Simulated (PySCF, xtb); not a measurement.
4-fluoro-1,3-thiazole (C3H2FNS), SMILES Fc1cscn1.

Harmonic wavenumbers (cm⁻¹) from GFN2-xTB (xtb 6.7.1) at its own minimum, in rising order: 263, 378, 451, 538, 627, 673, 733, 770, 807, 876, 984, 1082, 1154, 1357, 1472, 1544, 3175, 3191.

Question: What does PBE-D3(BJ)/def2-SVP (PySCF 2.14.0) give at its own minimum? (Estimate from the structure and the level; the computed values follow.)

Answer: 266, 420, 491, 554, 657, 668, 687, 769, 818, 868, 963, 1114, 1220, 1377, 1462, 1546, 3160, 3213. Paired by order, the mean absolute difference is 22 cm⁻¹ and the zero-point energies are 28.7 and 29.0 kcal/mol.
